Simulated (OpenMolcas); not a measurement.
## C: CASPT2 settings compared

```json
{
 "Program": "OpenMolcas",
 "Basis": "ANO-L-VQZP [5s4p3d2f]",
 "Scalar Hamiltonian": "non-relativistic, point nucleus",
 "Active space": "2 electrons in 3 orbitals (2p)",
 "State averaging": "2S+1 = 3 even, 3 roots; 2S+1 = 1 even, 6 roots kept (CI in the orbitals of an earlier block)",
 "Spin-orbit coupling": "RASSI with atomic mean-field integrals over the reference wave functions, term energies averaged over their components"
}
```

Methods on the same reference wave functions:
A. CASSCF
B. SS-CASPT2, IPEA 0.1 Eh, no level shift (closed shells correlated: 1s 2s)
C. SS-CASPT2, IPEA 0.15 Eh, sigma1 regulariser 0.3 Eh (closed shells correlated: 1s 2s)
D. XMS-CASPT2, IPEA 0.1 Eh, imaginary shift 0.4 Eh (closed shells correlated: 1s 2s)

Energies in cm-1 above 2s2 2p2 3P0, the measured ground level; measured values from NIST Handbook of Basic Atomic Spectroscopic Data.

```csv
Level,A,B,C,D,Measured
2s2 2p2 3P0,0.0,0.0,0.0,0.0,0.0
2s2 2p2 3P1,15.8,15.8,15.8,15.8,16.4
2s2 2p2 3P2,47.3,47.3,47.3,47.3,43.4
2s2 2p2 1D2,12848,10420,10370,10320,10193
2s2 2p2 1S0,32073,22950,23170,24540,21648
```

Deviations, from unrounded energies. A percentage is the sum of absolute deviations over the sum of measured energies, with the sign that they share, or ± where signs differ.

| Against measurement | Levels | A | B | C | D |
| --- | --- | --- | --- | --- | --- |
| mean absolute deviation (cm-1) | 4 | 3300 | 380 | 430 | 750 |
| fine structure of the ground term (%) | 2 | ±7.5 | ±7.4 | ±7.4 | ±7.4 |
| other terms of the ground configuration (%) | 2 | +41.1 | +4.8 | +5.4 | +9.5 |

B lies closest to measurement on these levels and A furthest from it. The largest miss of B in the table is 2s2 2p2 1S0, by +1300 cm-1. The ranking rests on the paired levels alone, and a cruder setting can come out closer through cancelling errors.

Among B to D the level of the table that moves most is 2s2 2p2 1S0, by 1600 cm-1 (lowest in B, highest in D). Moves below CASPT2's spread within the term are not significant.

The two smallest mean deviations differ by little beside CASPT2's spread within terms, so their order carries little weight.

From A to B the spin-free energies of the other terms of 2s2 2p2 shown, above 3P, scale by factors of 0.72 to 0.81.

The lowest spin-free term lies below A's lowest term by 0.088 hartree in B, 0.086 hartree in C, 0.092 hartree in D.

CASPT2 breaks the degeneracy within a term, and the mean is taken; among the terms shown or strongly mixed into the levels shown the widest spread is 340 cm-1 (2s2 2p2 1D, D). Terms from blocks run as CI alone lack orbitals of their own. With the s shell closed, the reference lacks s² → p² mixing. Without dynamic correlation excited terms often stand tens of per cent too high (terms of higher spin than the ground term too low), and those without a measured partner can miss by more than the paired ones (holds for A). Computed and measured levels are paired by configuration, term and J; levels that our copy of the source lacks, or whose pairing is in doubt (as where it misses far off the trend of its configuration), stay unpaired and out of the deviations. Levels of configurations outside the active space are missing.
